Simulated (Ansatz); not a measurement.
# The atomisation energy (no zero-point term) down a group: O to Te

One atom is swapped for its congeners: C2H3O (vinyloxy radical) `C=C[O]`; C2H3Se `C=C[Se]`; C2H3Te `C=C[Te]`. The S member is missing. All are doublets with charge 0.

Shapes, held fixed at every level: PBE0-D4/def2-TZVP. Programs: Ansatz 0.2.0. Values in eV.

Task: How should the atomisation energy change along the series?

Result: At B2PLYP/def2-TZVPP the atomisation energy falls at every step, from 24.80 to 22.08 eV. Every level shows the same order. Spin contamination: C2H3O (⟨S²⟩ up to 0.92), C2H3Se (⟨S²⟩ up to 0.94), C2H3Te (⟨S²⟩ up to 0.92). Open shells run unrestricted unless RO is named. For atoms past krypton def2 sets carry core potentials with scalar relativity. Relativity is left out for Se unless named. Correlated rows may include outer-core shells of Se, Te, which these sets cover unevenly. Spin-orbit coupling, which grows down the group, is left out (summed over each molecule's free atoms 0.02, 0.12, 0.27 eV).

```json
{"level": "HF/def2-TZVPP", "C2H3O": "18.07", "C2H3Se": "16.64", "C2H3Te": "16.14"}
{"level": "r2SCAN-D4/def2-TZVPP", "C2H3O": "25.25", "C2H3Se": "22.98", "C2H3Te": "22.37"}
{"level": "B3LYP-D4/def2-TZVPP", "C2H3O": "25.10", "C2H3Se": "22.89", "C2H3Te": "22.37"}
{"level": "BHLYP-D4/def2-TZVPP", "C2H3O": "24.08", "C2H3Se": "22.13", "C2H3Te": "21.63"}
{"level": "PBE0-D4/def2-TZVPP", "C2H3O": "25.21", "C2H3Se": "23.04", "C2H3Te": "22.49"}
{"level": "wB97M-V/def2-TZVPP", "C2H3O": "25.03", "C2H3Se": "22.78", "C2H3Te": "22.25"}
{"level": "B2PLYP/def2-TZVPP", "C2H3O": "24.80", "C2H3Se": "22.59", "C2H3Te": "22.08"}
```
